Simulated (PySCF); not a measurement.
How methods differ on the ionisation energy of Pb⁶⁹⁺

Pb⁶⁹⁺ [Ne] 3s2 3p1 (2P) → Pb⁷⁰⁺ [Ne] 3s2 (1S), as a difference of total energies. All numbers are calculated (PySCF 2.14, the spin-free X2C one-electron Hamiltonian (Gaussian nucleus), in an even-tempered Gaussian basis (17 s from 21 bohr⁻², ratio 2.5; 12 p from 27 bohr⁻², ratio 2.5; 4 d from 100 bohr⁻², ratio 2.7; 4 f from 150 bohr⁻², ratio 2.7)). Correlated levels: outer shells: 1s2 frozen; virtual orbitals above 40 to 60 times the deepest correlated orbital energy dropped. The calculations carry no spin-orbit coupling.

```
                method  ionisation energy (eV)
                   UHF                  8267.2
    MP2 (outer shells)                  8268.0
SCS-MP2 (outer shells)                  8267.8
   CCSD (outer shells)                  8268.0
CCSD(T) (outer shells)                  8268.0
```

A first-order spin-orbit estimate (lowest level to lowest level, LS coupling) adds 361.2 eV.

Breit and QED terms and the two-electron picture change are absent.

First order in ζ underestimates the shift of j = l − 1/2 levels at high Z.

For comparison: 8680 ± 50 eV (theoretical estimate listed by NIST; NIST Atomic Spectra Database, ionization energies).
